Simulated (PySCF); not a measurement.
# Excited states of C²⁺ (carbon, charge +2)

Ground state [He] 2s2, ¹S. Computed with PySCF 2.14 in aug-cc-pVTZ-DK with one added diffuse shell each of s, p, d, f type (6s5p4d3f, 62 functions), with the spin-free X2C one-electron Hamiltonian (Gaussian nucleus). Vertical excitation energies in eV without spin-orbit coupling; excited terms of each kind are numbered among those the solver found. Frozen: nothing.

| term | leading excitation | EOM-EE-CCSD |
| --- | --- | --- |
| 1 3P° | 2s → p | 6.513 |
| 1 1P° | 2s → p | 12.809 |
| 1 3S | 2s → s | 29.594 |
| 1 1S | 2s → s | 30.774 |
| 2 1P° | 2s → p | 32.094 |
| 2 3P° | 2s → p | 32.185 |

Only the lower part of the computed list is shown. Doubly excited terms such as np² are absent. The solver can miss terms. Rydberg members are limited by the diffuse functions of the basis.
